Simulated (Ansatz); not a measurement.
`O=[C]([SiH3])[GeH2][F]`. Charge 0, multiplicity 1. Correlated methods include outer-core shells of Ge, which these sets cover unevenly. Scalar relativity is left out up to krypton.

Cartesian coordinates in Å:
```
O 0.1450 1.7151 -1.1821
C 0.0951 0.7319 -0.4855
Si 1.5373 0.2176 0.7039
Ge -1.5640 -0.4205 -0.5692
F -1.2335 -1.7126 0.5643
H 2.6308 1.2121 0.5891
H 0.9885 0.1710 2.0825
H 1.9913 -1.1371 0.3007
H -1.7687 -1.0786 -1.9420
H -2.8217 0.3010 -0.0618
```

Question: Give the diagnostics of a CCSD(T)/def2-TZVPP run (frozen core, the Gaussian-basis code of Ansatz). (An estimate is asked.)

Answer: The calculation gave: T1 = 0.0144, largest single amplitude 0.034, largest double 0.073, (T) share of the correlation energy 3.7 %, 9 CCSD cycles. The RHF solution is stable towards an unrestricted one. T1 lies under the customary mark of 0.02 for closed shells.
